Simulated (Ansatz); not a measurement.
Results of the Gaussian-basis code of Ansatz.

A structure relaxed at PBE0-D4/def2-TZVP, charge 0, multiplicity 1:

Cartesian coordinates in Å:
```
C -0.143 1.061 -1.173
O 0.491 0.492 -0.051
Mo 0.307 -0.936 1.076
O 1.793 -1.655 1.305
S -0.990 -2.323 0.165
Cl -0.552 -0.285 3.055
H -0.605 2.005 -0.874
H 0.609 1.254 -1.940
H -0.910 0.387 -1.562
```

(1) Give its formula and SMILES.

(2) Summarise the bond lengths by kind.

Results:

(1) CH3ClMoO2S, `C[O][Mo](=[O])(=[S])[Cl]`.

(2) 1 × C–O 1.409 Å; 3 × C–H 1.092 to 1.093 Å; 2 × Mo–O 1.667 to 1.828 Å; 1 × Mo–S 2.106 Å; 1 × Cl–Mo 2.254 Å.
